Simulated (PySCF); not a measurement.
Dipole moment and polarisability of `Fc1ccccc1C(F)(F)F`

Compound: C₇H₄F₄.
Geometry (PBE0-D3(BJ)/def2-SVP, Å), atoms numbered from 1 in this order:
```
atom  x, y, z in Å
F1    -0.4425    2.2891    0.6074
C2     0.1219    1.1331    0.2780
C3     1.5026    1.0648    0.1567
C4     2.0933   -0.1482   -0.1912
C5     1.3071   -1.2775   -0.4121
C6    -0.0772   -1.1918   -0.2856
C7    -0.6856    0.0149    0.0596
C8    -2.1801    0.1319    0.1901
F9    -2.6767    1.0257   -0.6675
F10   -2.5392    0.5151    1.4167
F11   -2.7826   -1.0351   -0.0558
H12    2.0923    1.9652    0.3360
H13    3.1796   -0.2074   -0.2906
H14    1.7708   -2.2272   -0.6850
H15   -0.7060   -2.0666   -0.4567
```

Level: CAM-B3LYP/def2-SVPD (PySCF), static field, nuclei fixed, core orbitals frozen in the response. The polarisability tensor in these axes (au):

```
x   99.76 -0.94 -3.71
y   -0.94 88.06  8.78
z   -3.71  8.78 55.53
```

What are the eigenvalues, a third of the trace, and Δα (Δα² = ½Σ(αi − αj)² over the three pairs)?

Principal values 53.06, 89.96 and 100.33 au; mean 81.12 au = 12.02 Å³ = 13.37 × 10⁻⁴⁰ C²·m²/J; Δα = 43.03 au (53 % of the mean).

What is the dipole moment, and where does it point?

(3.40, -1.43, -0.60) D, 3.74 D in size, pointing from the negative to the positive side. Measured along this direction, the outermost atoms are F10 and F9 at the negative end and H13 at the positive end.

Give the principal axes and the span of the nuclei along them.

Largest value along (0.98, -0.16, -0.11), where the nuclei span 5.92 Å; middle along (0.18, 0.96, 0.23), 4.54 Å; least along (0.07, -0.24, 0.97), 2.15 Å. The response follows the extents in order.

Find the Langevin capture rate constant for H3O+ (19.018 u) meeting this molecule (164.025 u), k = 2.342 × 10⁻⁹ cm³/s × √(α in Å³ / reduced mass in u).

The reduced mass is 17.04 u, so k = 1.97 × 10⁻⁹ cm³/s. The formula leaves out the permanent dipole, which adds to the capture rate.

What are the principal values of the traceless quadrupole moment, Θ = ½Σq(3rr − r²1), about the centre of nuclear charge?

-5.95, 1.26, 4.69 D·Å. The values depend on the origin, since the dipole doesn't vanish. The electronic extent ⟨r²⟩ about the same centre is 1530 bohr², a root-mean-square distance of 2.29 Å for the 82 electrons.

Form Σ f/ω² (atomic units) for the 10 lowest TDDFT singlets, given as eV and f, and set it beside the mean polarisability, which is this sum over all singlets: 5.37, 0.0222; 6.17, 0.0063; 7.09, 0.6476; 7.16, 0.5567; 7.43, 0.0047; 7.80, 0.0124; 7.87, 0.0069; 7.88, 0.0022; 8.21, 0.0042; 8.23, 0.0094.

They add up to 18.76 au, 23.1 % of the 81.12 au; the largest single term is 9.55 au, from the state at 7.09 eV. Terms in order: 0.57, 0.12, 9.55, 8.05, 0.06, 0.15, 0.08, 0.03, 0.05, 0.10 au. Higher excitations give the rest. The strengths listed sum to 1.273.

What would n − 1 = 2πNα be for an ideal gas of these molecules at 350 K and 1 atm, electronic part alone?

N = p/kT = 2.0968 × 10¹⁹ cm⁻³, so n − 1 = 2π × N × 12.02 × 10⁻²⁴ cm³ = 1584 × 10⁻⁶ at long wavelengths, for an ideal gas.

Geometry: PBE0-D3(BJ)/def2-SVP; no solvent, vibrations or thermal averaging.
